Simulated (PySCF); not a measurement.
CH5S, SMILES [SH2+]C, charge +1.

Geometry optimised at B3LYP-D3(BJ)/def2-TZVP. The isomer is the one that the SMILES or the coordinates give; other isomers of the formula were not compared.

Calculation: TDDFT-PBE0/def2-TZVPD (PySCF 2.14.0).

Vertical excitations. Isolated molecule, no solvent. State labels are in the subgroup Cs.

```csv
state,symmetry,energy (eV),λ (nm),f,main pairs
S1,A',8.43,147,0.043,HOMO→LUMO 95 %
S2,A",8.52,146,0.029,HOMO→LUMO+1 95 %
S3,A',9.40,132,0.031,HOMO→LUMO+2 97 %
S4,A",9.63,129,0.002,HOMO−1→LUMO 93 %
S5,A',10.05,123,0.008,HOMO−1→LUMO+1 86 %
S6,A",10.13,122,0.004,HOMO−2→LUMO+1 94 %
S7,A',10.39,119,0.099,HOMO−2→LUMO 80 %
S8,A",10.85,114,0.010,HOMO−1→LUMO+2 95 %
S9,A',11.15,111,0.006,"HOMO−2→LUMO+2 45 %, HOMO→LUMO+3 27 %, HOMO−3→LUMO 23 %"
S10,A',11.37,109,0.114,"HOMO→LUMO+3 56 %, HOMO−2→LUMO+2 16 %, HOMO→LUMO+4 16 %"
T1,A',7.10,175,0,HOMO→LUMO 92 %
T2,A",7.15,173,0,HOMO→LUMO+1 94 %
T3,A',8.74,142,0,"HOMO→LUMO+2 68 %, HOMO−2→LUMO 11 %"
T4,A',9.07,137,0,"HOMO−2→LUMO 71 %, HOMO→LUMO+2 19 %"
```
Triplets are in the Tamm–Dancoff approximation, which puts them higher than full response would, so one can lie above its singlet here.
